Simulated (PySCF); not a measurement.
Gas-phase reaction: SnH2F2 + SnF4 = 2 SnF2 + 2 HF, at 1200 K and a standard pressure of 1 bar. Level: GFN2-xTB.

Method: PySCF energies (xtb for GFN2) plus ideal-gas RRHO corrections (1 bar). All species are closed-shell singlets. SnH2F2: computed as isolated molecules; such fragments, hydroxides, amides, oligomers or adducts are transient or little studied in the gas. The harmonic model lacks anharmonicity and excited electronic states, which grow with temperature; levels with a mode under 35 cm⁻¹ are left out.

| species | E (Ha) | H(1200 K) − E (kJ/mol) | S°(1200 K) (J/mol/K) |
|---|---|---|---|
| SnH2F2 | -12.61112 | 137.0 | 433.5 |
| SnF4 | -21.08902 | 130.5 | 508.7 |
| SnF2 | -11.70043 | 70.2 | 371.3 |
| HF | -5.22287 | 57.9 | 214.9 |
E: electronic energy; H − E holds the zero-point and thermal terms. 1 Ha = 2625.5 kJ/mol.

**Question.** Work out ΔH°, ΔS°, ΔG° and log10 K from these numbers.

**Answer.** 1. ΔE = 2×(-11.70043) + 2×(-5.22287) − 1×(-12.61112) − 1×(-21.08902) = -0.14646 Ha = -384.5 kJ.
2. Δ(H − E) = 2×(70.2) + 2×(57.9) − 1×(137.0) − 1×(130.5) = -11.3 kJ, so ΔH° = -395.8 kJ.
3. ΔS° = 2×(371.3) + 2×(214.9) − 1×(433.5) − 1×(508.7) = 230.2 J/K; the number of gas molecules changes by +2.
4. ΔG° = ΔH° − TΔS° = -395.8 − 1200×(230.2)/1000 = -672.0 kJ.
5. log10 K = −ΔG°/(RT ln 10) = 29.26, with RT ln 10 = 22.97 kJ/mol; at standard pressures the products are favoured.
6. A shift of 10 kJ in ΔE would move log10 K by 0.44 here.
For scale, ΔH°(298 K) is -372 kJ at this level, -26 kJ at ωB97M-V/def2-TZVP†, and runs from -372 to 18 kJ over the 18 levels computed († marks an energy on the PBE0/def2-TZVP geometry).
